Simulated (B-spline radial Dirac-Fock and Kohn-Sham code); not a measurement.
Dipole and non-dipole photoemission parameters of I 4d3/2

System: neutral iodine, configuration [Kr] 4d10 5s2 5p5; threshold 59.32 eV (orbital energy of the model). Model: Dirac-Hartree-Slater photoionisation with a Latter tail; cross sections with all multipoles, angular parameters from the dipole term and its interference with E2. Program: a radial atomic solver.

Input of the calculation (task.json; shells as n, l, electrons):

```json
{"items": [{
  "Z": 53,
  "q": 0,
  "cfg": [[1, 0, 2], [2, 0, 2], [2, 1, 6], [3, 0, 2], [3, 1, 6], [3, 2, 10], [4, 0, 2], [4, 1, 6], [4, 2, 10], [5, 0, 2], [5, 1, 5]],
  "A": 127,
  "rrms": 4.75,
  "do": "xps",
  "hv": [60, 122.0, 168.0, 178.0, 184.0, 459.0, 491.0, 557.0, 580.0, 600, 650.0, 859.0, 917.0, 973.0, 1020.0, 1090.0, 1280.0, 1810.0, 2000, 2580.0, 2984.4, 4000, 4470.0, 5700.0, 5820.0, 6000, 8047.8, 13000.0, 15000],
  "edges": {"K": 33169.0, "L1": 5188.0, "L2": 4852.0, "L3": 4557.0, "M1": 1072.0, "M2": 931.0, "M3": 875.0, "M4": 630.8, "M5": 619.3, "N1": 186.0, "N2": 123.0, "N3": 123.0}
}]}
```

Launch: `python xray2_run.py task.json out`

For linearly polarised light dσ/dΩ = σ/(4π) [1 + β P₂(cos θ) + (δ + γ cos²θ) sin θ cos φ], with θ from the polarisation vector and φ the angle between the beam and the projection of the electron momentum on the plane normal to the polarisation.

```
hν (eV)  σ (kb)       β       γ       δ
    122     507   1.936  -0.232   0.008
    168     166  -0.843  -0.111   0.092
    178     191  -0.804  -0.005   0.074
    184     207  -0.721   0.037   0.064
    459     238   0.998  -0.011  -0.001
    491     218   1.049  -0.020   0.000
    557     181   1.129  -0.030   0.003
    580     170   1.151  -0.031   0.005
    600     161   1.169  -0.032   0.006
    650     140   1.207  -0.030   0.008
    859    82.1   1.300   0.008   0.017
    917    71.6   1.314   0.024   0.020
    973       ?       ?       ?       ?
   1020    56.8   1.331   0.055   0.023
   1090    48.8   1.339   0.078   0.026
   1280    33.5   1.348   0.144   0.032
   1810    13.8   1.326   0.329   0.048
   2000    10.6   1.311   0.391   0.053
   2580    5.15   1.258   0.563   0.070
 2984.4    3.35   1.219   0.668   0.082
   4000    1.35   1.127   0.890   0.112
   4470   0.947   1.088   0.977   0.127
   5700   0.423   0.998   1.166   0.165
   5820   0.394   0.990   1.182   0.168
   6000   0.355   0.979   1.205   0.174
 8047.8   0.127   0.863   1.419   0.236
  13000  0.0217   0.672   1.716   0.380
  15000  0.0126   0.617   1.788   0.434
```

Question: Give the values at 973 eV.

Answer: σ = 63.0 kb, β = 1.324, γ = 0.041, δ = 0.022.
